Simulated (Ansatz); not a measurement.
Ansatz (a first-principles code) input:

Ansatz 0.2 input:
```yaml
crystal:
  periodic: [false, false, false]
  atoms:
    - {symbol: C, position_ang: [2.87429158, -0.09777124, -0.01762495]}
    - {symbol: C, position_ang: [1.55537185, 0.14536893, -0.76216808]}
    - {symbol: C, position_ang: [0.54118306, 0.82024351, 0.05729378]}
    - {symbol: C, position_ang: [-0.63078803, 0.61580104, 0.59996590]}
    - {symbol: C, position_ang: [-1.45485384, -0.64998523, 0.47511705]}
    - {symbol: C, position_ang: [-2.79848975, -0.39985671, -0.21277309]}
    - {symbol: H, position_ang: [2.71181115, -0.72370971, 0.86076203]}
    - {symbol: H, position_ang: [3.59649693, -0.59577657, -0.66666423]}
    - {symbol: H, position_ang: [3.30791042, 0.84499405, 0.31804702]}
    - {symbol: H, position_ang: [1.74977805, 0.73746961, -1.66241771]}
    - {symbol: H, position_ang: [1.15162194, -0.81637549, -1.11550110]}
    - {symbol: H, position_ang: [-1.09239636, 1.41162060, 1.18493130]}
    - {symbol: H, position_ang: [-1.63140288, -1.05367150, 1.47763384]}
    - {symbol: H, position_ang: [-0.89003281, -1.40716125, -0.07229168]}
    - {symbol: H, position_ang: [-3.37945431, 0.35213461, 0.32568793]}
    - {symbol: H, position_ang: [-2.65123060, -0.03787354, -1.23178088]}
    - {symbol: H, position_ang: [-3.39339088, -1.31445265, -0.25727010]}
basis:
  gaussian:
    orbitals: STO-3G
magnetization: {spin_polarized: true, initial_magnetization: 1}
correlation: {method: ccsd_t, electrons: outside_noble_gas}
```

Question: Predict the final energy.

Answer: -231.16221 Eh (CCSD(T)/STO-3G). The basis has 41 functions.

It need not be the lowest isomer of its formula.

The determinant is spin-contaminated: <S^2> is 1.09 against 0.75 for a pure state.
